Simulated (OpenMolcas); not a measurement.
Ti2+: moving or changing the point charges

Ti2+ among 4 point charges of -1.5 e arranged as a tetrahedron (Td), 1.94 Å from the ion.

- Program: OpenMolcas
- Method: SS-CASPT2, IPEA 0.25 Eh, imaginary shift 0.1 Eh (closed shells correlated: 3s 3p)
- Basis: ANO-RCC-VDZP [5s4p2d1f]
- Scalar Hamiltonian: DKH2, point nucleus
- Active space: 2 electrons in 5 orbitals (3d)
- State averaging: 2S+1 = 3 even, 10 roots; 2S+1 = 1 even, 15 roots
- Spin-orbit coupling: state interaction with AMFI integrals over the reference wave functions

Runs around this geometry, states (labels of Td). Energies in cm-1 above the lowest state or level, χT in cm3 K/mol.

```
R (Å)  q (e)  Ground state  First state of that spin  First gap with spin-orbit (degeneracies)  χT at 300 K  First state of another spin
 1.94  -0.75           3A2                  3T2 1680                               1640 (3, 1)        1.083                      1E 8560
 1.94   -1.5           3A2                  3T2 1710                               1590 (3, 2)        1.092                     1T2 6860
  2.1   -1.5           3A2                  3T2 1340                               1310 (3, 1)        1.109                     1T2 8270
```

Taking the first state of the same spin as R^-n, n = -ln(1340 / 1710) / ln(2.1 / 1.94) = 3.1 between the shortest and longest distance.

Scaling the charges by -0.75 / -1.5 = 0.50 scales the first state of the same spin by 1680 / 1710 = 0.98; with fixed orbitals a first-order splitting would follow the charge.

Roots that are degenerate in the reference are averaged as groups; the widest CASPT2 spread within a group is 550 cm-1 (the 3-fold group of multiplicity 1 near 13800 cm-1 above the lowest state of its run, R = 1.94, q = -1.5). Shifts and gaps below about the spread of the groups concerned are not significant. Over all roots computed the reference weight is 0.86 to 0.95 in R = 1.94 in q = -1.5, 0.90 to 0.95 in R = 2.1 in q = -1.5; the roots of lowest weight are the least certain, and an intruder state may touch them. The ground term spreads over less than 5000 cm-1, several times less than with real ligands, so orbital moments are less quenched and χT lies further from the spin-only value than at real sites. Free-ion shares, where given, are those of the reference states; single-state CASPT2 does not remix them. This is an electrostatic model: the charges have no orbitals. No measured value stands beside these numbers.
